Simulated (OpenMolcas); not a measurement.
**Fe4+: moving or changing the point charges**

Fe4+ among 6 point charges of -1 e arranged as a tetragonal octahedron (D4h), 1.73 Å from the ion, with the axial distance 1.505 Å.
```
   1.7300    0.0000    0.0000  -1.00
   0.0000    1.7300    0.0000  -1.00
  -1.7300    0.0000    0.0000  -1.00
   0.0000   -1.7300    0.0000  -1.00
   0.0000    0.0000    1.5051  -1.00
   0.0000    0.0000   -1.5051  -1.00
```

```
Program             : OpenMolcas
Method              : CASSCF
Basis               : ANO-RCC-VDZP [5s4p2d1f]
Scalar Hamiltonian  : DKH2, point nucleus
Active space        : 4 electrons in 5 orbitals (3d)
State averaging     : 2S+1 = 5 even, 5 roots; 2S+1 = 3 even, 45 roots; 2S+1 = 1 even, 50 roots
Spin-orbit coupling : state interaction with AMFI integrals over the reference wave functions
```

Runs around this geometry, states (labels of D4, the rotations of D4h). Energies in cm-1 above the lowest state or level, χT in cm3 K/mol.

| R (Å) | q (e) | Axial / equatorial distance | Ground state | First state of that spin | First gap with spin-orbit (degeneracies) | χT at 300 K | First state of another spin |
| --- | --- | --- | --- | --- | --- | --- | --- |
| 1.73 | -0.8 | 0.87 | 5A1 | 5B1 3206 | 21.9 (1, 2) | 2.578 | 3A2 27055 |
| 1.65 | -1 | 0.87 | 5A1 | 5B1 4584 | 15.6 (1, 2) | 2.725 | 3A2 26584 |
| 1.73 | -1 | 0.87 | 5A1 | 5B1 3980 | 18.3 (1, 2) | 2.661 | 3A2 26911 |
| 1.92 | -1 | 0.87 | 5A1 | 5E 2628 | 26.5 (1, 2) | 2.468 | 3A2 27227 |
| 1.73 | -1 | 0.94 | 5A1 | 5B1 1569 | 24.8 (1, 2) | 2.514 | 3A2 26502 |

Scaling the charges by -0.8 / -1 = 0.80 scales the first state of the same spin by 3206 / 3980 = 0.81; with fixed orbitals a first-order splitting would follow the charge.

Without dynamic correlation the repulsion within the d shell is too large (B by tens of per cent), so at a given field states of lower spin stand too high. Point charges give a weaker field than real ligands, and real ions of this kind are often low spin; the high spin found here belongs to the model. The ground term spreads over less than 5000 cm-1, several times less than with real ligands, so orbital moments are less quenched and χT lies further from the spin-only value than at real sites (holds for R = 1.73, q = -0.8, ratio = 0.87; R = 1.92, q = -1, ratio = 0.87; R = 1.73, q = -1, ratio = 0.94). This is an electrostatic model: the charges have no orbitals. No measured value stands beside these numbers.
